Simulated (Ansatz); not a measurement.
`[OH][In]([Cl])[Br]` and `[Cl][In]([Br])[Br]` differ in one atom or group.

Ansatz, PBE0-D4/def2-TZVP geometries, multiplicity 1. Each molecule was computed in one conformer, which needn't be the lowest.

Elements past krypton have def2 core potentials. Scalar relativity is left out up to krypton.

```csv
property,`[OH][In]([Cl])[Br]`
HOMO energy (B3LYP/def2-TZVPP) / eV,-8.54
LUMO energy (PBE0/def2-TZVPP) / eV,-2.59
LUMO energy (B3LYP/def2-TZVPP) / eV,-2.91
HOMO energy (PBE/def2-TZVPP) / eV,-7.50
HOMO energy (ωB97M-V/def2-TZVPP) / eV,-11.03
LUMO energy (ωB97M-V/def2-TZVPP) / eV,-0.66
```

**Question.** Give the same properties after the change, and the shifts. (Estimate.)

**Answer.** The calculation gave: 
| property | `[Cl][In]([Br])[Br]` | shift |
| --- | --- | --- |
| HOMO energy (B3LYP/def2-TZVPP) / eV | -8.56 | -0.02 |
| LUMO energy (PBE0/def2-TZVPP) / eV | -2.95 | -0.36 |
| LUMO energy (B3LYP/def2-TZVPP) / eV | -3.24 | -0.33 |
| HOMO energy (PBE/def2-TZVPP) / eV | -7.55 | -0.05 |
| HOMO energy (ωB97M-V/def2-TZVPP) / eV | -11.05 | -0.02 |
| LUMO energy (ωB97M-V/def2-TZVPP) / eV | -1.03 | -0.37 |

The zero-point energy changes by -32.6 kJ/mol with -3 modes.

B3LYP here is the variant with VWN-RPA as its local correlation; programs differ in this.

Spin–orbit coupling is left out; it splits and shifts lone-pair levels of the heavy atoms by tenths of an eV.
